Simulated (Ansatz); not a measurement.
Species: C3H3F3, charge 0, multiplicity 1. SMILES: FC(F)(F)C=C
Geometry from a B3LYP-D3(BJ)/def2-TZVP (Ansatz, an electronic-structure program) optimisation:
```xyz
9

C      2.0913    -0.0935    -0.2724
C      0.9113    -0.6893    -0.2866
C     -0.3683     0.0074     0.0456
F     -0.2004     1.3036     0.3612
F     -0.9862    -0.5842     1.0928
F     -1.2336    -0.0445    -0.9922
H      2.9913    -0.6393    -0.5204
H      2.1956     0.9516    -0.0142
H      0.7883    -1.7342    -0.5425
```
Charge 0, spin multiplicity 1.

Quantity: atomisation energy (electronic, to ground-state atoms), in kJ/mol. Correlated levels leave the core frozen unless marked. UHF or UKS for open shells. Spin-orbit coupling is left out. Non-relativistic. The coupled-cluster limit lacks core correlation, which all-electron functionals hold. CBS(X,Y): correlation extrapolated as X^-3; Hartree-Fock from the larger set. The bracket is a focal-point correction in the basis named.

```
level                                                     program  atomisation energy (kJ/mol)
-------------------------------------------------  --------------  ---------------------------
PBE-D3(BJ)/def2-TZVPD                              Ansatz + dftd3                       3927.7
PBE0/STO-3G                                                Ansatz                       4106.6
LC-wPBE-D3(BJ)/def2-TZVPD                          Ansatz + dftd3                       3810.7
LC-wPBE-D4/def2-TZVPD                              Ansatz + dftd4                       3814.1
PBE-QIDH/def2-TZVPD                                        Ansatz                       3758.3
SCS-MP2/cc-pVQZ                                            Ansatz                       3795.2
CCSD/6-31G*                                                Ansatz                       3480.9
RI-MP2/CBS(cc-pVTZ,cc-pVQZ)+[CCSD(T)-MP2]/cc-pVTZ          Ansatz                       3778.9
CCSD(T)/CBS(cc-pVTZ,cc-pVQZ)                               Ansatz                       3775.9
CCSD(T)/CBS(aug-cc-pVTZ,aug-cc-pVQZ)                       Ansatz                       3780.8
```
